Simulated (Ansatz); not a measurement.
Input (CCSDT(Q)/aug-cc-pVDZ; Ansatz, a program for electronic structure):

Ansatz 0.2 input:
```yaml
crystal:
  periodic: [false, false, false]
  atoms:
    - {symbol: C, position_ang: [1.07587576, -0.40111956, -0.01394743]}
    - {symbol: N, position_ang: [-0.12323406, 0.39743201, 0.15570559]}
    - {symbol: C, position_ang: [-1.27255696, 0.10626332, -0.14493224]}
    - {symbol: H, position_ang: [1.78042377, 0.15176806, -0.63619520]}
    - {symbol: H, position_ang: [1.53992040, -0.54887034, 0.96180725]}
    - {symbol: H, position_ang: [0.86391878, -1.37062762, -0.47092479]}
    - {symbol: H, position_ang: [-2.14153733, 0.75484330, 0.00865159]}
basis:
  gaussian:
    orbitals: aug-cc-pVDZ
magnetization: {spin_polarized: true, initial_magnetization: 1}
correlation: {method: ccsdt_q, electrons: outside_noble_gas}
```

Output:

```
Functional definition: HF
integrals: 0.35 GiB planned
1684 factors; integrals over basis functions are off by at most 2.0e-7 eV
mean field: 0.54 GiB planned
mean field evaluation 1: about -3601.7594 eV, gradient 1.9e1 eV
mean field evaluation 2: about -3601.7999 eV, gradient 2.0e1 eV
mean field evaluation 4: about -3603.9624 eV, gradient 3.9e0 eV
mean field evaluation 8: about -3604.0822 eV, gradient 4.8e-1 eV
mean field evaluation 16: about -3604.1202 eV, gradient 2.9e-5 eV
mean field evaluation 32: about -3604.1193 eV, gradient 9.8e-2 eV
mean field evaluation 64: about -3604.1136 eV, gradient 2.8e-1 eV
mean field -3604.12015717 eV, -132.4489728158 hartree, gradient 1.3e-6 eV, S^2 0.818144; 4 other end points of the search recorded, 0 dependent functions left out
determinant -3604.12015717 eV, -132.4489728158 hartree, with singles and doubles -3616.86609114 eV, -132.9173772494 hartree
determinant -3600.78802365 eV, -132.3265191675 hartree, with singles and doubles -3613.91084473 eV, -132.8087739472 hartree
3 core orbitals not correlated
reference -3604.12015717 eV, -132.4489728158 hartree; 9, 8 occupied and 93, 94 virtual orbitals, 1684 factors
second order -11.73377183 eV of doubles, -0.00000000 eV of singles
coupled cluster: 10.08 GiB planned
cycle   1  -12.15042822 eV  change   -4.2e-1 eV  update   1.1e-1
cycle   2  -12.82831143 eV  change   -6.8e-1 eV  update   5.5e-2
cycle   3  -13.29612544 eV  change   -4.7e-1 eV  update   3.6e-2
cycle   4  -13.26566900 eV  change    3.0e-2 eV  update   1.8e-2
cycle   5  -13.24599076 eV  change    2.0e-2 eV  update   1.2e-2
cycle   6  -13.26035525 eV  change   -1.4e-2 eV  update   3.8e-3
cycle   7  -13.26564930 eV  change   -5.3e-3 eV  update   2.0e-3
cycle   8  -13.26360059 eV  change    2.0e-3 eV  update   8.1e-4
cycle   9  -13.26326402 eV  change    3.4e-4 eV  update   4.7e-4
cycle  10  -13.26362283 eV  change   -3.6e-4 eV  update   2.5e-4
cycle  11  -13.26334307 eV  change    2.8e-4 eV  update   1.5e-4
cycle  12  -13.26351326 eV  change   -1.7e-4 eV  update   8.9e-5
cycle  13  -13.26358633 eV  change   -7.3e-5 eV  update   4.8e-5
cycle  14  -13.26362564 eV  change   -3.9e-5 eV  update   2.9e-5
cycle  15  -13.26361947 eV  change    6.2e-6 eV  update   1.6e-5
cycle  16  -13.26363261 eV  change   -1.3e-5 eV  update   9.2e-6
cycle  17  -13.26363729 eV  change   -4.7e-6 eV  update   4.8e-6
cycle  18  -13.26363630 eV  change    9.9e-7 eV  update   2.5e-6
cycle  19  -13.26363752 eV  change   -1.2e-6 eV  update   1.1e-6
coupled cluster: 10.09 GiB planned
perturbative correction -0.04026650 eV, -0.0014797665 hartree
Total energy: -3617.42406120 eV, -132.9378822709 hartree
```

The determinant is spin-contaminated: <S^2> is 0.82, 0.07 over the pure value.
